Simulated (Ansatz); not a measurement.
An input meant for Si20H30⁻, a nanocrystal cut from cubic silicon (charge -1, doublet).

```yaml
crystal:
  periodic: [false, false, false]
  atoms:
    - {symbol: Si, position_ang: [-2.029472, -2.031112, -0.701981]}
    - {symbol: Si, position_ang: [-2.165312, 0.793035, -3.402576]}
    - {symbol: Si, position_ang: [-2.031693, 0.703163, 2.028033]}
    - {symbol: Si, position_ang: [-2.165648, 3.401279, -0.797819]}
    - {symbol: Si, position_ang: [0.795079, -2.169025, -3.399194]}
    - {symbol: Si, position_ang: [0.700846, -2.029489, 2.031793]}
    - {symbol: Si, position_ang: [3.402314, -2.166379, -0.789976]}
    - {symbol: Si, position_ang: [0.677455, 0.675970, -0.676403]}
    - {symbol: Si, position_ang: [0.792190, 3.402058, 2.165818]}
    - {symbol: Si, position_ang: [3.399193, 0.795404, 2.170977]}
    - {symbol: Si, position_ang: [-3.398793, -0.796000, -2.169747]}
    - {symbol: Si, position_ang: [-0.792505, -3.403247, -2.165541]}
    - {symbol: Si, position_ang: [-0.677136, -0.676744, 0.676880]}
    - {symbol: Si, position_ang: [-0.699718, 2.029046, -2.031734]}
    - {symbol: Si, position_ang: [-3.400960, 2.167621, 0.788994]}
    - {symbol: Si, position_ang: [-0.796203, 2.168735, 3.399335]}
    - {symbol: Si, position_ang: [2.031393, -0.703369, -2.028703]}
    - {symbol: Si, position_ang: [2.167170, -3.400351, 0.796687]}
    - {symbol: Si, position_ang: [2.164785, -0.792868, 3.403778]}
    - {symbol: Si, position_ang: [2.029903, 2.030011, 0.702733]}
    - {symbol: H, position_ang: [-2.902622, -2.902283, 0.173073]}
    - {symbol: H, position_ang: [-1.427940, 0.096929, -4.516148]}
    - {symbol: H, position_ang: [-3.130778, 1.768558, -4.033851]}
    - {symbol: H, position_ang: [-2.904967, -0.171155, 2.899825]}
    - {symbol: H, position_ang: [-3.129766, 4.033051, -1.774329]}
    - {symbol: H, position_ang: [-1.428558, 4.514315, -0.100610]}
    - {symbol: H, position_ang: [0.096517, -1.430533, -4.510513]}
    - {symbol: H, position_ang: [1.769963, -3.133066, -4.033539]}
    - {symbol: H, position_ang: [-0.174786, -2.901753, 2.903280]}
    - {symbol: H, position_ang: [4.038593, -3.130981, -1.763051]}
    - {symbol: H, position_ang: [4.512118, -1.426226, -0.090740]}
    - {symbol: H, position_ang: [0.094785, 4.513501, 1.426466]}
    - {symbol: H, position_ang: [1.766435, 4.036103, 3.130718]}
    - {symbol: H, position_ang: [4.513416, 0.098152, 1.435620]}
    - {symbol: H, position_ang: [4.029595, 1.771659, 3.136264]}
    - {symbol: H, position_ang: [-4.029458, -1.771886, -3.135230]}
    - {symbol: H, position_ang: [-4.512836, -0.099268, -1.433627]}
    - {symbol: H, position_ang: [-1.767335, -4.036309, -3.130515]}
    - {symbol: H, position_ang: [-0.095304, -4.515395, -1.427079]}
    - {symbol: H, position_ang: [0.176548, 2.899886, -2.903995]}
    - {symbol: H, position_ang: [-4.511465, 1.428755, 0.089516]}
    - {symbol: H, position_ang: [-4.036319, 3.132280, 1.762621]}
    - {symbol: H, position_ang: [-1.771423, 3.133555, 4.032000]}
    - {symbol: H, position_ang: [-0.099031, 1.430806, 4.511884]}
    - {symbol: H, position_ang: [2.903211, 0.171562, -2.901342]}
    - {symbol: H, position_ang: [1.429588, -4.512511, 0.098572]}
    - {symbol: H, position_ang: [3.131049, -4.033388, 1.772600]}
    - {symbol: H, position_ang: [3.129399, -1.767755, 4.037289]}
    - {symbol: H, position_ang: [1.425686, -0.095915, 4.515666]}
    - {symbol: H, position_ang: [2.902829, 2.901583, -0.172148]}
basis:
  gaussian: {orbitals: def2-mTZVP, fitting: {mean_field: def2-universal-jkfit}}
total_charge: -1
magnetization: {spin_polarized: true, initial_magnetization: 1}
hamiltonian: {xc: {name: HF}}
correlation: {method: mp2, frozen_orbitals: {Si: 9}}
scf: {omitted_lower_state_checks: [starts]}
```

```sh
$ ansatz run in.yaml --threads 2 --pin off --events-out ev --progress --plain --max-ram 32768MiB --backend cuda --devices 0, --max-vram 18GiB
```

**Question.** Predict how Ansatz answers.

**Answer.** The program refused the input. Frozen orbitals are typed for one element alone, and the program wants a count for each (the count typed has to fit that element's core, too).
```
Functional definition: HF
Error: "frozen_orbitals" has no count for H
```
